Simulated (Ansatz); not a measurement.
`C=C[SiH](Br)C=C` + HCl → `C=C[SiH](Cl)Br` + ethylene at 298.15 K and 1 bar (ligand exchange at the Si–C bond).

Isolated molecules relaxed with PBE0-D4/def2-TZVP in Ansatz; ΔE leaves out vibrations. CBS: MP2 limit from def2 TZ/QZ plus the TZ coupled-cluster correction, frozen cores. This one scheme is used for every species. For Br outer-core shells are correlated without core-valence functions, which leaves a few kJ/mol of doubt a bond. Scalar relativity is left out up to krypton. One conformer a species, not always the lowest.

| species | CCSD(T)/CBS energy (Eh) | H − E (kJ/mol) | S (J/(mol·K)) |
| --- | --- | --- | --- |
| `C=C[SiH](Br)C=C` | -3018.83764 | 275.2 | 387.5 |
| HCl | -460.38127 | 26.6 | 186.8 |
| `C=C[SiH](Cl)Br` | -3400.77233 | 164.0 | 363.5 |
| `C=C` | -78.48111 | 144.6 | 218.9 |

H − E and S are ideal-gas, rigid-rotor, harmonic terms from PBE0-D4/def2-TZVP, for one conformer and one mirror image of each species. 1 Eh = 2625.50 kJ/mol, R = 8.31446 J/(mol·K).

Problem. By hand: ΔE, ΔH, ΔS and ΔG.

Solution. ΔE = (-3400.77233) + (-78.48111) − (-3018.83764) − (-460.38127) = -0.03453 Eh = -90.7 kJ/mol. Δ(H − E) = 164.0 + 144.6 − 275.2 − 26.6 = 6.8, so ΔH = -83.9 kJ/mol. ΔS = 363.5 + 218.9 − 387.5 − 186.8 = 8.1 J/(mol·K). ΔG = -83.9 − 298.15 × (8.1)/1000 = -86.3 kJ/mol.

Problem. By hand: the equilibrium constant, and the temperature at which ΔG would vanish if ΔH and ΔS stayed fixed.

Solution. log₁₀ K = −ΔG/(RT ln 10) = 15.1. ΔH and −TΔS have one sign here, so there is no such temperature.

The number of gas molecules stays the same, so ΔS is small and ΔH decides. A doubt of 5 kJ/mol in ΔE shifts log₁₀ K by 0.9 here. Other conformers and mirror images would add mixing entropy, several J/(mol·K) or more a flexible species. These are equilibria of isolated gas molecules and say nothing of rates. Largest T1 diagnostic: 0.011 (customary marks: 0.02 for closed shells, 0.045 for open ones).

ΔS is within the doubt of such terms, so its sign, and with it that verdict, could turn.
